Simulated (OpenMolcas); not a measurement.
Pm3+ among 6 point charges of -1 e arranged as a trigonal prism (D3h), 2.46 Å from the ion, with a polar angle of 53.0° against the regular 49.1°.
```
   1.9654    0.0000    1.4795  -1.00
  -0.9827    1.7021    1.4795  -1.00
  -0.9827   -1.7021    1.4795  -1.00
   1.9654    0.0000   -1.4795  -1.00
  -0.9827    1.7021   -1.4795  -1.00
  -0.9827   -1.7021   -1.4795  -1.00
```

* Program: OpenMolcas
* Method: CASSCF
* Basis: ANO-RCC-VTZP [8s7p5d3f2g1h]
* Scalar Hamiltonian: DKH2, point nucleus
* Active space: 4 electrons in 7 orbitals (4f)
* State averaging: 2S+1 = 5 even, 35 roots (33 in the spin-orbit step); 2S+1 = 3 even, 117 roots kept (CI in the orbitals of an earlier block, 106 in the spin-orbit step); 2S+1 = 1 even, 75 roots kept (CI in the orbitals of an earlier block, 31 in the spin-orbit step)
* Spin-orbit coupling: state interaction with AMFI integrals over the reference wave functions

(1) What is the spin-free ground state (labels of D3, the rotations of D3h)?

(2) Where is the first state of the same spin?

(3) What are the lowest two levels with spin-orbit coupling?

(4) What is χT at 300 K, and how does it compare with the textbook value?

## Answers

(1) 5A1, 1-fold in its orbital part, 100 % from free-ion I terms; it has the highest spin that f4 allows.

(2) 5E at 16.9 cm-1 above the ground state.

(3) A 1-fold level A1, then a 2-fold level E 23.8 cm-1 above it. Their leading multiplicities are 5 (98 %) and 5 (98 %).

(4) Hund's rules give f4 the level 5I4 with g = 0.600, so an isolated free-ion multiplet has χT = g² J(J+1) / 8 = 0.900 cm3 K/mol. The computed 1.000 at 300 K differs by +11 %, through the field's splitting, the mixing of terms and any other multiplet in reach.

High states are left out of the spin-orbit mixing, which shifts the levels that they would mix with. This is an electrostatic model: the charges have no orbitals. An unlabelled pair can be two single states that coincide in this model. A group larger than the point group allows holds several states that coincide in this model. The first state left out of the spin-orbit step lies near 39000 cm-1 above the lowest spin-free state of the reference (among the parities and spins computed), and the lists stop at four fifths of that energy or lower. No measured value stands beside these numbers.
